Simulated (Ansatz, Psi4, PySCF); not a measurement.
HS (SMILES [SH-]), charge -1, singlet, geometry from GFN2-xTB. Base run: PySCF with MP2/def2-SVP.

The PySCF input:
```python
from pyscf import gto, scf, mp

mol = gto.M(
    atom='''
S    -0.00000000   -0.00000000   -0.07863597
H     0.00000000    0.00000000    1.25817552
''',
    basis='def2-svp',
    charge=-1,
    verbose=4,
)

mf = scf.RHF(mol)
mf.kernel()

pt = mp.MP2(mf)
pt.kernel()
print('E(MP2) = %.10f' % pt.e_tot)
```

The same geometry, method and basis name were run in Ansatz (an electronic-structure program) and Psi4 and PySCF, at each program's defaults and at the settings that a row names. The base is PySCF at its defaults. Differences at the defaults can come from grids, fitting, cores and function types together.

```
code and settings                                                                                     ΔE vs base (µEh)  basis functions      E (Eh)  SCF cycles
----------------------------------------------------------------------------------------------------  ----------------  ---------------  ----------  ----------
PySCF, defaults (exact integrals, spherical functions, all electrons correlated)                                   0.0               23  -398.10949           8
Psi4, defaults (density fitting with its default set, spherical functions, all electrons correlated)                 …               23           …           9
Ansatz, defaults (factorised integrals, spherical functions, frozen core)                                         9063               23  -398.10043           -
PySCF, frozen core                                                                                                9061               23  -398.10043           8
Psi4, exact integrals, spherical functions, frozen core                                                           9061               23  -398.10043           9
Ansatz, high accuracy, frozen core                                                                                9061               23  -398.10043           -
```

Task: Fill in the missing entries.

Result: 
- Psi4, defaults (density fitting with its default set, spherical functions, all electrons correlated), ΔE vs base (µEh): 98.5
- Psi4, defaults (density fitting with its default set, spherical functions, all electrons correlated), E (Eh): -398.10939
